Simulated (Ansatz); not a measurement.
Relaxation of CH₃AuS (6 atoms, charge 0, multiplicity 1), to a largest force component of 0.015 eV/Å in at most 40 steps.

All numbers below come from Ansatz 0.2.0, RKS PBE-D4/def2-SVP.

```xyz
6
Properties=species:S:1:pos:R:3:forces:R:3
C -0.410 0.411 -0.351 -0.13 1.65 -1.68
S 0.312 -1.057 0.276 -0.51 0.91 3.83
Au 1.247 -2.873 -0.375 0.76 -1.41 -1.62
H -1.244 0.197 -1.014 -0.81 -0.07 -0.38
H 0.286 1.023 -0.972 0.02 0.07 0.26
H -0.816 1.092 0.483 0.67 -1.15 -0.42
```

Q: Where does it end, and by what steps?

A: It converged. After 7 steps the energy has fallen by 1.066 eV; Au3 moved furthest, 0.50 Å.

| step | energy less start (eV) | largest force component (eV/Å) | accepted |
| --- | --- | --- | --- |
| 0 | 0.0000 | 3.834 | yes |
| 1 | -0.7351 | 1.441 | yes |
| 2 | -0.9773 | 0.483 | yes |
| 3 | -1.0485 | 0.308 | yes |
| 4 | -1.0639 | 0.177 | yes |
| 5 | -1.0656 | 0.064 | yes |
| 6 | -1.0657 | 0.039 | yes |
| 7 | -1.0658 | 0.006 | yes |

```xyz
6
Properties=species:S:1:pos:R:3
C -0.385 0.350 -0.360
S 0.248 -0.968 0.737
Au 1.096 -2.518 -0.687
H -1.201 -0.003 -1.019
H 0.416 0.824 -0.958
H -0.800 1.110 0.335
```

Run time: 11 s on 1 thread of Intel(R) Xeon(R) 6975P-C (Granite Rapids) (shared host), peak memory 0.18 GiB.
